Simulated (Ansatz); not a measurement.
The same substitution along the group C, Si, Ge.

Program: Ansatz. Geometries: PBE0-D4/def2-TZVP. ΔE: electronic, gas phase. CBS: MP2 limit from def2 TZ/QZ plus the TZ coupled-cluster correction, frozen cores. This one scheme is used for every species. Functionals use def2-TZVPP. def2 core potentials past Kr. For Ge, In outer-core shells are correlated without core-valence functions, which leaves a few kJ/mol of doubt a bond. Scalar relativity is left out up to krypton. One conformer a species, not always the lowest.

```json
{"reaction": "`F[CH2][InH2]` + NH₃ → `NCF` + `[InH3]`", "LDA (SPW92) (kJ/mol)": "-23", "HF/CBS(def2) (kJ/mol)": "-26", "PBE0-D4 (kJ/mol)": "-14"}
{"reaction": "`F[SiH2][InH2]` + NH₃ → `N[SiH2]F` + `[InH3]`", "LDA (SPW92) (kJ/mol)": "-52", "HF/CBS(def2) (kJ/mol)": "-71", "PBE0-D4 (kJ/mol)": "-46"}
{"reaction": "`[F][GeH2][InH2]` + NH₃ → `[NH2][GeH2][F]` + `[InH3]`", "LDA (SPW92) (kJ/mol)": "27", "HF/CBS(def2) (kJ/mol)": "13", "PBE0-D4 (kJ/mol)": "32"}
```

Q: Give the CCSD(T)/CBS values in the same order. (Best estimate.)

A: Ansatz gave: -4, -53, 28 kJ/mol.

Largest T1 diagnostic: 0.014, for `[InH3]`.
